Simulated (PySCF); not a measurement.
NiO, SMILES [O]=[Ni] (connectivity only; charge and spin as stated), neutral, multiplicity 3. Atoms are numbered in the order given.

```xyz
2

Ni     0.0000     0.0000    -0.3588
O      0.0000     0.0000     1.2559
```
Charge 0, spin multiplicity 3.

Coordinates come from a PBE0-D3(BJ)/def2-TZVPD optimisation. The spin state was assumed, not searched.

The numbers are results of CAM-B3LYP/def2-TZVPD run with PySCF, not measurements.

Mulliken values depend strongly on the basis, most of all with diffuse functions as here. Atomic charges (e):

```json
[
 {"atom": "Ni1", "meta-Löwdin": "(withheld)", "Mulliken": "0.65", "Mulliken spin": "1.03"},
 {"atom": "O2", "meta-Löwdin": "(withheld)", "Mulliken": "-0.65", "Mulliken spin": "0.97"}
]
```

Q: Fill in the missing entries. (Estimate from the structure and the level; the computed values follow.)

A: 
- Ni1, meta-Löwdin: 0.69
- O2, meta-Löwdin: -0.69
